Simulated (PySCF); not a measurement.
H6NSi2 (SMILES [SiH3][N][SiH3]), doublet, geometry from GFN2-xTB. Base run: DF-BLYP/aug-cc-pVDZ (PySCF).

The PySCF input:
```python
from pyscf import gto, scf, dft

mol = gto.M(
    atom='''
Si    1.66704058   -0.21564473    0.06340929
N     0.00000000    0.00000000    0.00000000
Si   -1.66704058    0.21564473   -0.06340929
H     2.07133989   -1.10699091   -1.03241083
H     2.31973004    1.09264605   -0.08201896
H     2.01821156   -0.81474582    1.35821990
H    -2.29077909   -0.60334976    0.98491125
H    -2.14890177   -0.20387251   -1.38650896
H    -1.96960063    1.63631295    0.15780760
''',
    basis='aug-cc-pvdz',
    spin=1,
    verbose=4,
)

mf = dft.UKS(mol)
mf.xc = 'blyp'
mf = mf.density_fit(auxbasis='def2-universal-jkfit')
mf.kernel()
```

The base run was repeated with changes; each row names its change, and settings that it needs were set with it.

```json
[
 {"change": "base", "basis functions": "131", "E (Eh)": "-637.24203", "HOMO (eV)": "-5.54", "dipole (D)": "0.33", "core-seconds (rough)": "20"},
 {"change": "basis = STO-3G", "basis functions": "29", "E (Eh)": "-629.72549", "HOMO (eV)": "-1.14", "dipole (D)": "0.29", "core-seconds (rough)": "5"},
 {"change": "basis = 6-31G", "basis functions": "47", "E (Eh)": "-637.10844", "HOMO (eV)": "-4.99", "dipole (D)": "0.40", "core-seconds (rough)": "10"},
 {"change": "basis = pcseg-0", "basis functions": "47", "E (Eh)": "-636.38292", "HOMO (eV)": "-5.13", "dipole (D)": "0.45", "core-seconds (rough)": "7"},
 {"change": "basis = 6-31+G*", "basis functions": "74", "E (Eh)": "-637.21308", "HOMO (eV)": "-5.56", "dipole (D)": "0.34", "core-seconds (rough)": "9"},
 {"change": "basis = cc-pVDZ", "basis functions": "80", "E (Eh)": "-637.23282", "HOMO (eV)": "-5.34", "dipole (D)": "0.35", "core-seconds (rough)": "10"},
 {"change": "basis = pcseg-1", "basis functions": "80", "E (Eh)": "-637.22514", "HOMO (eV)": "-5.51", "dipole (D)": "0.37", "core-seconds (rough)": "10"},
 {"change": "basis = cc-pV(D+d)Z", "basis functions": "90", "E (Eh)": "-637.25387", "HOMO (eV)": "-5.43", "dipole (D)": "0.35", "core-seconds (rough)": "10"},
 {"change": "basis = 6-311G**", "basis functions": "106", "E (Eh)": "-637.28856", "HOMO (eV)": "-5.51", "dipole (D)": "0.36", "core-seconds (rough)": "20"},
 {"change": "basis = 6-311++G**", "basis functions": "124", "E (Eh)": "-637.29132", "HOMO (eV)": "-5.61", "dipole (D)": "0.36", "core-seconds (rough)": "20"},
 {"change": "basis = 6-311+G(2d,p)", "basis functions": "133", "E (Eh)": "-637.29931", "HOMO (eV)": "-5.64", "dipole (D)": "0.33", "core-seconds (rough)": "80"},
 {"change": "basis = def2-TZVP", "basis functions": "141", "E (Eh)": "-637.30689", "HOMO (eV)": "-5.66", "dipole (D)": "0.33", "core-seconds (rough)": "20"},
 {"change": "basis = def2-TZVPP", "basis functions": "199", "E (Eh)": "-637.30833", "HOMO (eV)": "-5.67", "dipole (D)": "0.33", "core-seconds (rough)": "20"}
]
```

Totals compare only among sets that treat the same electrons; sets with core potentials leave the core out.

Open shells are given as the SCF converged; they aren't shown to be the lowest states, and a large step between rows can be another state.
